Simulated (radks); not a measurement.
Polarisability of neutral bromine, [Ar] 3d10 4s2 4p5, at imaginary frequency. Calculated with a radial shooting solver on a logarithmic mesh with Libxc functionals: non-relativistic Kohn-Sham, LDA (Slater exchange, Perdew-Wang correlation), spin-polarised, spherical densities, point nucleus; open shells are filled with parallel spins first. Response by self-consistent Sternheimer equations with the Hartree and adiabatic LDA kernel.

w (hartree),alpha1(iw) (bohr^3)
0.00266,22.19
0.0143,22.16
0.0360,22.03
0.0697,21.61
0.118,20.64
0.186,18.82
0.280,16.03
0.413,12.52
0.605,8.839
0.892,5.583
1.35,3.139
2.12,1.573
3.59,0.7032
6.94,0.2663
17.5,0.06382

Static values: alpha1 = 22.19 bohr^3 (3.288 angstrom^3; uncoupled 33.74). C6 = 179.8, triple-dipole C9 = 2864 atomic units. One-pole (London) frequency 4 C6 / (3 alpha1^2) = 0.487 hartree, against 0.283 for minus the highest occupied eigenvalue. The dipole shielding factor is 1.000, as the force sum rule N/Z = 1.000 demands. Recommended static value: 21 bohr^3 (Schwerdtfeger and Nagle, 2023 table).
